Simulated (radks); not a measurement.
Results of a calculation; reference values are marked as such.
Task: Neutral phosphorus, [Ne] 3s2 3p3. Level of theory: non-relativistic Kohn-Sham, exchange-only B88, spin-polarised, spherical densities, point nucleus (a radial shooting solver on a logarithmic mesh with Libxc functionals). Every spin shell is full or empty, so the densities are truly spherical. Functionals are evaluated on that one density, not self-consistently. Rank these exchange functionals by their error against the exact value of the orbitals, and give that value: LDA, B88, PBEsol, revPBE, RPBE, PW91, PW86, OPTX, SOGGA, G96, TPSS, SCAN, r2SCAN, MVS.

Result: Exact: -22.5888 hartree. From best to worst, with 100 (|E| - |E exact|)/|E exact| (equal figures are ties): B88 +0.02, OPTX +0.04, r2SCAN +0.05, RPBE +0.07, revPBE -0.08, G96 +0.08, PW91 -0.09, MVS -0.19, TPSS +0.26, SCAN +0.30, PW86 +0.57, PBEsol -3.51, SOGGA -3.55, LDA -8.06.
